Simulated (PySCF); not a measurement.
Deuteron quadrupole couplings in `CCP1CCC(F)CC1`

C₇H₁₄FP.
Structure used (GFN2-xTB), in Å, numbered top down from 1:
```
atom  x, y, z in Å
C1    -3.1961    0.2968    0.6399
C2    -2.1262    0.3993   -0.4391
P3    -0.7244   -0.7899   -0.1361
C4     0.3957   -0.2196   -1.5084
C5     1.8226   -0.6911   -1.2458
C6     2.4179   -0.0599    0.0097
F7     2.5008    1.3124   -0.1752
C8     1.6232   -0.3388    1.2822
C9     0.1823    0.1533    1.1880
H10   -4.0288    0.9616    0.4166
H11   -3.5749   -0.7213    0.7047
H12   -2.7898    0.5725    1.6108
H13   -1.7363    1.4199   -0.4969
H14   -2.5545    0.1432   -1.4126
H15    0.0368   -0.6400   -2.4512
H16    0.3720    0.8713   -1.5839
H17    1.8449   -1.7761   -1.1240
H18    2.4578   -0.4286   -2.0961
H19    3.4560   -0.3975    0.1389
H20    1.6428   -1.4150    1.4657
H21    2.1254    0.1596    2.1157
H22    0.1670    1.2236    0.9624
H23   -0.3191   -0.0086    2.1450
```

Level: PBE0/pcSseg-1 (PySCF, non-relativistic); Q(2H) = 0.00286 b; rigid geometry, the same for H and D, with no vibrational averaging.

Question: Rank these positions by the coupling χzz of a deuteron there, largest first.
A. H15 (methylene hydrogen)
B. H22 (methylene hydrogen)
C. H10 (methyl hydrogen)
D. H19 (methine hydrogen)

Answer: C (211 kHz), A (206 kHz), B (202 kHz), D (189 kHz).

Q: Give the electric field gradient Vzz (the principal value of largest size), its asymmetry and the 2H coupling at each hydrogen.

A: 
```tsv
atom	bonded to	bond length (Å)	Vzz (au)	η	χzz (kHz)
H10	C1	1.089	0.3145	0.02	211
H11	C1	1.088	0.3124	0.02	210
H12	C1	1.088	0.3142	0.02	211
H13	C2	1.094	0.3028	0.02	203
H14	C2	1.094	0.3039	0.02	204
H15	C4	1.093	0.3069	0.02	206
H16	C4	1.094	0.3007	0.01	202
H17	C5	1.092	0.3014	0.02	203
H18	C5	1.093	0.3008	0.03	202
H19	C6	1.099	0.2807	0.06	189
H20	C8	1.092	0.3015	0.02	203
H21	C8	1.093	0.3009	0.03	202
H22	C9	1.094	0.3008	0.01	202
H23	C9	1.093	0.3075	0.02	207
```

Q: How does χzz go with the bond length over the 14 C–H bonds?

A: A straight-line fit has a slope of -17.9 kHz for each 0.01 Å, with a correlation coefficient of -0.93, over lengths from 1.088 to 1.099 Å. The longer bonds have the smaller couplings here.

Isolated species at its GFN2-xTB geometry (one conformer only). GFN2-xTB bond lengths can be off by several hundredths of an ångström, more for odd bonds, and the gradients follow them. With a basis this small, the couplings can be 20 % off.
